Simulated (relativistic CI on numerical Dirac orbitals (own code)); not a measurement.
As I: computed level list

These numbers are calculated, not measured: Dirac-Coulomb-Breit CI, orbitals from a KLI potential per configuration, model QED (radiative potential, 1s self-energy scaled to tabulated hydrogen-like ionisation energies), valence Slater integrals scaled by 0.85, P86 correlation estimate, and configurations built on the next ion tied to the tabulated ionisation energy (semi-empirical) (own radial code, finite nucleus).

Configuration list (outside the closed core [Ar] 3d10): 4s²4p³, 4s²4p²5s, 4s²4p²4d, 4s²4p²5p, 4s²4p²5d, 4s²4p²6s, 4s²4p²4f, 4s²4p²5f, 4s4p⁴, 4s²4p²6p, 4s²4p4d², 4s²4p²6d, 4s²4p²5g, 4s²4p²6f. Levels of other configurations are missing.

```tsv
No.	Configuration	Term	J	E (eV)	%	Lifetime (s)	jj configuration (%)
41	4p²(3P)6s	⁴P	3/2	8.4016	88	1.15e-08	4p1/2 4p3/2 6s (94)
42	4p²(3P)4d	²F	7/2	8.4133	84	4.68e-09	4p3/2^2 4d5/2 (41)
43	4p²(3P)4d	²D	3/2	8.4463	74	5.71e-09	4p1/2 4p3/2 4d5/2 (41)
44	4p²(3P)4d	²D	5/2	8.4721	77	6.00e-09	4p1/2 4p3/2 4d3/2 (33)
45	4p²(3P)6s	²P	1/2	8.4951	77	4.19e-09	4p1/2 4p3/2 6s (77)
46	4p²(3P)6s	⁴P	5/2	8.5745	94	1.36e-08	4p3/2^2 6s (52)
47	4p²(3P)6s	²P	3/2	8.6571	81	5.82e-09	4p3/2^2 6s (45)
48	4p²(3P)6p	⁴D°	1/2	8.6634	62	1.06e-07	4p1/2^2 6p1/2 (73)
49	4p²(3P)6p	⁴D°	3/2	8.6708	33	8.55e-08	4p1/2^2 6p3/2 (64)
50	4p²(3P)5d	⁴P	5/2	8.7058	45	9.53e-09	4p1/2 4p3/2 5d5/2 (23)
51	4p²(1D)5p	²D°	5/2	8.7551	59		4p1/2 4p3/2 6p3/2 (37)
52	4p²(1D)5p	²D°	3/2	8.7562	39	6.09e-08	4p1/2 4p3/2 6p3/2 (30)
53	4p²(3P)5d	⁴P	3/2	8.7697	37	1.40e-08	4p1/2^2 5d3/2 (25)
54	4p²(3P)6p	²S°	1/2	8.7763	43	1.35e-07	4p1/2 4p3/2 6p1/2 (87)
55	4p²(3P)6p	⁴D°	3/2	8.8030	38		4p1/2 4p3/2 6p1/2 (60)
56	4p²(3P)6p	⁴D°	5/2	8.8140	38		4p1/2 4p3/2 6p3/2 (45)
57	4p²(3P)6p	⁴P°	1/2	8.8193	46	8.31e-08	4p1/2 4p3/2 6p3/2 (74)
58	4p²(1D)5p	²F°	5/2	8.8303	67		4p3/2^2 5p1/2 (39)
59	4p²(1D)5p	²F°	7/2	8.8350	98		4p1/2 4p3/2 5p3/2 (54)
60	4p²(3P)5d	⁴P	1/2	8.8442	47	1.24e-08	4p1/2 4p3/2 5d3/2 (39)
61	4p²(3P)5d	⁴F	3/2	8.8463	71	2.62e-08	4p1/2^2 5d3/2 (35)
62	4p²(3P)5d	⁴F	5/2	8.8624	57	3.30e-08	4p1/2^2 5d5/2 (35)
63	4p²(1D)5p	²D°	3/2	8.9004	33	4.16e-08	4p1/2 4p3/2 6p3/2 (32)
64	4p²(1D)5p	²P°	1/2	8.9129	50	6.20e-08	4p1/2 4p3/2 5p3/2 (32)
65	4p²(1D)5p	²P°	3/2	8.9305	45	4.40e-08	4p1/2 4p3/2 5p1/2 (29)
66	4p²(3P)5d	⁴F	7/2	8.9346	57	1.09e-07	4p1/2 4p3/2 5d5/2 (92)
67	4p²(3P)4f	²G°	7/2	8.9386	25		4p1/2^2 4f7/2 (75)
68	4p²(3P)4f	⁴G°	5/2	8.9387	44		4p1/2^2 4f5/2 (75)
69	4p²(3P)5d	²P	3/2	8.9574	69	1.22e-08	4p1/2 4p3/2 5d3/2 (37)
70	4p²(3P)6p	⁴D°	7/2	8.9703	97		4p3/2^2 6p3/2 (53)
```

Energies count from the lowest computed level; ° marks odd parity; lifetimes are radiative, by E1, M1, E2 decay to levels of this space only; some are left blank where a channel outside the calculation adds to the decay or the decay crosses a small, uncertain gap. Percentages are summed over parent terms; the parents shown are those of the largest component, closed shells are left out there. Filled j subshells are mostly left out of the jj labels.

The mean weight of the leading LS term, summed over parents, in these 30 levels is 59 %, and that of the leading jj configuration (from the same eigenvectors) 51 %.

Configurations that consist of the next ion and one excited electron were tied to the tabulated ionisation energy; Rydberg ones are usually within 1,000 to 3,000 cm⁻¹ and the lowest ones within about 6,000 (9,000 in d shells), while levels on excited terms of the next ion carry the error of that term, and the other configurations can be misplaced by 10,000 cm⁻¹ or more. Rates follow the energies as ν³ (E1, M1) or ν⁵ (E2), so rates, branching and lifetimes can be off by large factors. The fine structure of a lone outer electron comes out too small, for d and f at times inverted, and misplaced configurations move strength between like terms. 11 of the 11 excited levels that our extract of the measured tables holds in this range could be paired (the sources list more); they are missed by 759 cm⁻¹ on average and 1555 at most, and levels without a partner can miss by more.

LS names give the leading component of a level, which can be under half, so a name can repeat, a term be missing and a line seem to break the LS rules.
